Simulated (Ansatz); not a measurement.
Two structures of AlH3BrF, singlet, reached by relaxing down either side of one saddle point (PBE0-D4/def2-TZVP). Energies are electronic, without zero-point energy. Computed with Ansatz 0.2.0 (basis: def2-TZVPP and def2-QZVPP); correlated methods freeze the cores. Filled d shells of the heavier atoms are correlated. The def2 sets are not built for correlating such inner shells, so the correlated values are less sure here. Extrapolation: Hartree–Fock as exp(−7.88 √X), correlation as X^−2.97. First:

```tsv
atom	x (Å)	y (Å)	z (Å)
Al1	-0.2538	0.2842	-0.5882
Br2	1.8161	-0.8000	-0.3539
H3	-1.3797	-0.5933	-1.2509
H4	-0.1719	1.8558	-0.5892
H5	0.4238	-0.5877	1.4015
F6	-0.4343	-0.1588	1.3806
```

Second:

```
6
angstrom
Al -0.6828 0.4301 -0.3454
Br 1.7880 -0.8531 -0.1060
H -1.3783 -0.5565 -1.3635
H -0.1758 1.8818 -0.7047
H 1.3396 -0.9962 1.2419
F -0.8907 0.0941 1.2776
```

Q: Which bonds change from the first to the second?

A: AlH₂Br ([AlH2][Br]) + HF → AlH₂F ([F][AlH2]) + HBr (still joined by a long Al–Br bond); bonds formed: Br2–H5; dative contacts that become bonds: Al1–F6; bonds broken: H5–F6; bonds weakened to dative contacts: Al1–Br2.

Q: Give the saddle point's structure and its height above each. (An estimate is asked for; the value comes from the calculation.)

A: The calculation gives: 28.8 kJ/mol above the first and 26.0 kJ/mol above the second (CCSD(T) at an estimated basis limit (MP2 extrapolated from triple and quadruple zeta, plus CCSD(T) − MP2 in triple zeta)).
Al1  (-0.465, 0.339, -0.407)
Br2  (1.791, -0.864, -0.071)
H3  (-1.382, -0.592, -1.282)
H4  (-0.168, 1.869, -0.617)
H5  (0.706, -0.637, 1.068)
F6  (-0.482, -0.116, 1.309)
(Å)

T1 diagnostic: at most 0.010.

Labels in which every atom is bracketed show which atoms are joined, not bond orders.

For scale, one of the runs: CCSD(T)/def2-TZVPP, 163 basis functions, launched by `ansatz run in.yaml --threads 2 --pin off --events-out ev --progress --plain --max-ram 4352MiB`. Time: 15 s of wall clock on 2 CPU threads of an Intel Xeon 6975P-C; the host was shared. Peak host memory: 1.4 GiB.
